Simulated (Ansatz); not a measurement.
Diatomic WI, multiplicity 6 (lowest of 2S+1 = 2, 4, 6, 8 at CCSD(T)/def2-TZVPP on PBE0 minima; our sources give no spin for the ground state, which may be another). No spin–orbit coupling.

Constants: fifth-degree fit in 1/R to seven points, most abundant isotopes. In def2 and cc sets the state is the lowest found near the PBE0 minimum, followed along R.

Programs: Ansatz (Gaussian orbitals).  In def2 rows elements past Kr take small-core potentials, without spin–orbit coupling.

Energies at PBE0/def2-TZVPP:

| R (Å) | E (hartree) |
|---|---|
| 2.432510 | -364.73016393 |
| 2.497900 | -364.73562462 |
| 2.558059 | -364.73820232 |
| 2.626065 | -364.73890752 |
| 2.694071 | -364.73779852 |
| 2.772539 | -364.73483532 |
| 2.864085 | -364.72976374 |

Problem. With a reduced mass of 75.0966 u, find the minimum, the force constant and the constants.

Solution. A fifth-degree polynomial in 1/R puts the minimum at r_e = 2.6156 Å with force constant 177 N/m. Then ω_e = (1/2πc)√(k/μ) = 200 cm⁻¹ and B_e = h/(8π²cμr_e²) = 0.03281 cm⁻¹; the cubic and quartic terms give α_e = 8.0e-5 and ω_e x_e = 0.36 cm⁻¹.

Ansatz is an electronic-structure program.
